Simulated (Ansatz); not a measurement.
Stepwise reaction of `NB(O)O` with hydrogen chloride, as a gas-phase model of exchange steps in deposition or etching. ΔE in kJ/mol; ΔG adds harmonic PBE0-D4 terms to CCSD(T)/CBS, at 1 bar.

Program: Ansatz. Geometries: PBE0-D4/def2-TZVP. ΔE: electronic, gas phase. CCSD(T)/CBS is the MP2 limit (def2-TZVPP, def2-QZVPP) plus CCSD(T) − MP2 in def2-TZVPP, frozen cores. This one scheme is used for every species. DFT in def2-TZVPP. B3LYP here is the variant with VWN-RPA as its local correlation; programs differ in this. Each species was taken in one conformer, which may not be the lowest.

```json
{"step": "1", "reaction": "`NB(O)O` + HCl → `NB(O)Cl` + H₂O", "PBE-D4": "13.8", "B3LYP-D4": "21.3", "ωB97M-V": "20.2", "CCSD(T)/CBS": "18.3", "ΔG(400 K)": "20.5"}
{"step": "2", "reaction": "`NB(O)Cl` + HCl → `NB(Cl)Cl` + H₂O", "PBE-D4": "33.1", "B3LYP-D4": "40.2", "ωB97M-V": "39.6", "CCSD(T)/CBS": "35.4", "ΔG(400 K)": "38.4"}
```

(1) By hand: ΔE of the 2 steps together at CCSD(T)/CBS.

## Answers

(1) (18.3) + (35.4) = 53.7 kJ/mol, or 26.9 kJ/mol a step.

In ΔE each step is higher than the one before. All are uphill at CCSD(T)/CBS. ΔG lies between 20.5 and 38.4 kJ/mol a step. PBE-D4 differs from CCSD(T)/CBS by -4.5 to -2.3 kJ/mol a step. Isolated molecules leave out the surface, adducts and barriers. Largest T1 diagnostic: 0.011.
